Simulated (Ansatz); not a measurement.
Stepwise reaction of `[F][Y]([F])[Cl]` with hydrogen chloride, as a gas-phase model of exchange steps in deposition or etching. ΔE in kJ/mol.

Gas-phase electronic energies from Ansatz, PBE0-D4/def2-TZVP geometries. CCSD(T)/CBS is the MP2 limit (def2-TZVPP, def2-QZVPP) plus CCSD(T) − MP2 in def2-TZVPP, frozen cores. This one scheme is used for every species. DFT in def2-TZVPP. B3LYP here is the variant with VWN-RPA as its local correlation; programs differ in this. def2 core potentials past Kr. For Y outer-core shells are correlated without core-valence functions, which leaves a few kJ/mol of doubt a bond.

| step | reaction | PBE-D4 | B3LYP-D4 | ωB97M-V | CCSD(T)/CBS |
| --- | --- | --- | --- | --- | --- |
| 1 | `[F][Y]([F])[Cl]` + HCl → `[F][Y]([Cl])[Cl]` + H–F | 7.9 | 6.0 | 3.3 | -3.0 |

Task: Give the row of step 2, `[F][Y]([Cl])[Cl]` + HCl → `[Cl][Y]([Cl])[Cl]` + H–F. (An estimate is asked.)

Result: The calculation gave: 
```csv
step,reaction,PBE-D4,B3LYP-D4,ωB97M-V,CCSD(T)/CBS
2,`[F][Y]([Cl])[Cl]` + HCl → `[Cl][Y]([Cl])[Cl]` + H–F,10.6,8.7,6.5,-0.6
```

Task: By hand: ΔE of the 2 steps together at CCSD(T)/CBS.

Result: (-3.0) + (-0.6) = -3.6 kJ/mol, or -1.8 kJ/mol a step.

In ΔE the steps differ by no more than 2.4 kJ/mol. PBE-D4 differs from CCSD(T)/CBS by 10.9 to 11.2 kJ/mol a step. Isolated molecules leave out the surface, adducts and barriers. Largest T1 diagnostic: 0.014.
